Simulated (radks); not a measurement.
Problem. These are the eigenvalues of the occupied orbitals of an atom or ion with whole-number occupations (Ry). Method: scalar-relativistic Kohn-Sham, SCAN, spin-unpolarised, spherical densities, finite nucleus; meta-GGA in the generalised Kohn-Sham scheme; Fermi nuclear charge, rms radius of each element as measured or else 0.836 A^(1/3) + 0.57 fm; computed with a radial shooting solver on a logarithmic mesh with Libxc functionals.

| orbital | eigenvalue |
|---|---|
| 1s | -5351.977 |
| 2s | -996.6225 |
| 2p | -879.7165 |
| 3s | -293.5408 |
| 3p | -258.7984 |
| 3d | -219.6117 |
| 4s | -118.0043 |
| 4p | -105.6095 |
| 4d | -90.45282 |

Which element is it, and in what charge state? The configuration may be excited.

Solution. Z = 75, rhenium, charge +30: Re30+ in [Kr] 4d9. The list shows which subshells hold electrons but not how many an open one holds; the 1s level, -2676 hartree, gives Z - s = 73.2 by -(Z - s)^2/2, which with screening and relativity narrows Z to a few neighbours, and the depths of the outer levels then fix element, charge and occupations together.
